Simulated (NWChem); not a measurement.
# C$_{2}$H$_{5}$FSi; SMILES F/C=C\[SiH3]

All runs: NWChem. Pople sets run with spherical d functions. Geometry: optimised at PBE0/def2-SVP. Level: PBE0/6-31G* with SMD (1 M gas to 1 M solution), gas-phase geometry. Reactions with the solvent are ignored.

Problem. Order these by “cavity-dispersion-structure term (kcal/mol)”, lowest first: ethyl acetate; ethylene glycol; cyclohexanone; water.

Solution. ethyl acetate (0.7), cyclohexanone (1.4), ethylene glycol (3.1), water (4.4)
